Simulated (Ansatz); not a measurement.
Input (CCSDT(Q)/cc-pV(D+d)Z; Ansatz, a first-principles code): A basis named .json is the Basis Set Exchange file of that set.

Ansatz 0.2 input:
```yaml
crystal:
  periodic: [false, false, false]
  atoms:
    - {symbol: B, position_ang: [-0.23889031, -0.72953094, 0.35829861]}
    - {symbol: H, position_ang: [-1.17188081, -1.46388409, 0.47220115]}
    - {symbol: O, position_ang: [0.88016230, -1.07458504, 1.03930046]}
    - {symbol: H, position_ang: [1.62485276, -0.47034138, 0.93484663]}
    - {symbol: P, position_ang: [-0.33251659, 0.91614943, -0.66260635]}
    - {symbol: H, position_ang: [-1.31207010, 0.43631890, -1.57384918]}
basis:
  gaussian:
    orbitals: cc-pV_D+d_Z.json
magnetization: {spin_polarized: true, initial_magnetization: 1}
correlation: {method: ccsdt_q, electrons: outside_noble_gas}
```

Output:

```
Functional definition: HF
integrals: 0.09 GiB planned
1224 factors; integrals over basis functions are off by at most 1.7e-7 eV
mean field: 0.27 GiB planned
mean field evaluation 1: about -12026.8159 eV, gradient 2.1e1 eV
mean field evaluation 2: about -12026.8758 eV, gradient 2.1e1 eV
mean field evaluation 4: about -12029.1128 eV, gradient 2.3e0 eV
mean field evaluation 8: about -12029.1777 eV, gradient 2.8e-1 eV
mean field evaluation 16: about -12029.1812 eV, gradient 2.7e-6 eV
mean field evaluation 32: about -12027.2702 eV, gradient 9.8e-2 eV
mean field evaluation 64: about -12027.2706 eV, gradient 6.2e-3 eV
mean field -12029.18120985 eV, -442.0642557901 hartree, gradient 2.7e-6 eV, S^2 0.762934; 1 other end points of the search recorded, 0 dependent functions left out
determinant -12029.18120985 eV, -442.0642557901 hartree, with singles and doubles -12040.28260398 eV, -442.4722244995 hartree
determinant -12027.27061442 eV, -441.9940427031 hartree, with singles and doubles -12038.49644125 eV, -442.4065842301 hartree
7 core orbitals not correlated
reference -12029.18120985 eV, -442.0642557901 hartree; 9, 8 occupied and 50, 51 virtual orbitals, 1224 factors
second order -10.09540260 eV of doubles, -0.00000000 eV of singles
coupled cluster: 3.13 GiB planned
cycle   1  -10.68318723 eV  change   -5.9e-1 eV  update   1.0e-1
cycle   2  -11.16010835 eV  change   -4.8e-1 eV  update   4.5e-2
cycle   3  -11.45121853 eV  change   -2.9e-1 eV  update   2.6e-2
cycle   4  -11.43846068 eV  change    1.3e-2 eV  update   8.3e-3
cycle   5  -11.42968899 eV  change    8.8e-3 eV  update   4.8e-3
cycle   6  -11.43280006 eV  change   -3.1e-3 eV  update   2.0e-3
cycle   7  -11.43360968 eV  change   -8.1e-4 eV  update   1.1e-3
cycle   8  -11.43316645 eV  change    4.4e-4 eV  update   5.4e-4
cycle   9  -11.43326939 eV  change   -1.0e-4 eV  update   3.0e-4
cycle  10  -11.43355669 eV  change   -2.9e-4 eV  update   1.7e-4
cycle  11  -11.43326264 eV  change    2.9e-4 eV  update   1.1e-4
cycle  12  -11.43326972 eV  change   -7.1e-6 eV  update   7.3e-5
cycle  13  -11.43329069 eV  change   -2.1e-5 eV  update   5.0e-5
cycle  14  -11.43330586 eV  change   -1.5e-5 eV  update   3.4e-5
cycle  15  -11.43334890 eV  change   -4.3e-5 eV  update   1.9e-5
cycle  16  -11.43335236 eV  change   -3.5e-6 eV  update   1.0e-5
cycle  17  -11.43334184 eV  change    1.1e-5 eV  update   6.0e-6
cycle  18  -11.43334102 eV  change    8.2e-7 eV  update   3.2e-6
cycle  19  -11.43334097 eV  change    4.9e-8 eV  update   1.8e-6
perturbative correction -0.02527585 eV, -0.0009288704 hartree
Total energy: -12040.63982667 eV, -442.4853521912 hartree
```
